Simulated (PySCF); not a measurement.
SCF from a fresh guess for singlet SeH₄, at the TPSS minimum. PySCF input:

```python
from pyscf import gto, scf, dft
mol = gto.M(atom='''
Se    -0.000000     0.000000    -0.028026
H      0.000000     1.671333     0.250935
H     -0.000000    -1.671333     0.250935
H      1.180752    -0.000000     0.860231
H     -1.180752     0.000000     0.860231''',
    basis={'Se': 'def2-TZVP', 'H': 'def2-TZVP'},
    charge=0, spin=0)
mf = dft.RKS(mol, xc='PBE')
mf.grids.atom_grid = (50, 194)
aux = {'Se': 'def2-universal-JKFIT', 'H': 'def2-universal-JKFIT'}
mf = mf.density_fit(auxbasis=aux)
mf.conv_tol = 1e-08
mf.diis_space = 10
mf.max_cycle = 60
mf.init_guess = 'minao'
mf.verbose = 4
mf.kernel()
```

Excerpt of the output (cycles and frontier levels):

```
init E= -2402.56966026775
  HOMO = -0.205906133885005  LUMO = -0.050059563409464  gap/eV = 4.24080
cycle= 1 E= -2403.42783273961  delta_E= -0.858  |g|= 0.449  |ddm|= 1.66
  HOMO = -0.152466622701827  LUMO = -0.0604955883463383  gap/eV = 2.50266
cycle= 2 E= -2403.42678405473  delta_E= 0.00105  |g|= 0.439  |ddm|= 0.666
  HOMO = -0.162375076442521  LUMO = -0.0456636913668715  gap/eV = 3.17588
cycle= 3 E= -2403.44616432994  delta_E= -0.0194  |g|= 0.0464  |ddm|= 0.395
  HOMO = -0.167789992183934  LUMO = -0.0503098921106124  gap/eV = 3.19680
cycle= 4 E= -2403.44677514385  delta_E= -0.000611  |g|= 0.00778  |ddm|= 0.0702
  HOMO = -0.167913424033814  LUMO = -0.0509784603948518  gap/eV = 3.18196
cycle= 5 E= -2403.44679496796  delta_E= -1.98e-05  |g|= 0.00272  |ddm|= 0.0119
  HOMO = -0.167865018805205  LUMO = -0.0506619536038011  gap/eV = 3.18926
cycle= 6 E= -2403.44679779304  delta_E= -2.83e-06  |g|= 0.000198  |ddm|= 0.00377
  HOMO = -0.16780631959858  LUMO = -0.0506352188822659  gap/eV = 3.18839
cycle= 7 E= -2403.44679780555  delta_E= -1.25e-08  |g|= 1.36e-05  |ddm|= 0.000318
  HOMO = -0.167803580466073  LUMO = -0.0506355312144597  gap/eV = 3.18831
cycle= 8 E= -2403.44679780561  delta_E= -6.28e-11  |g|= 5.55e-06  |ddm|= 3.93e-05
  HOMO = -0.16780475718993  LUMO = -0.0506347579584565  gap/eV = 3.18836
Extra cycle  E= -2403.44679780562  delta_E= -8.19e-12  |g|= 5.08e-06  |ddm|= 2.49e-05
converged SCF energy = -2403.44679780562
```

No lower solution of this spin was found by a stability analysis within the restricted form, which does not test spin polarisation.

The search for the lowest solution, with the stability check, took 3.8 s on 2 threads of a shared AMD EPYC 9R45 96-Core (Zen 5) host, with 72 basis functions; the process peaked at 0.31 GiB.
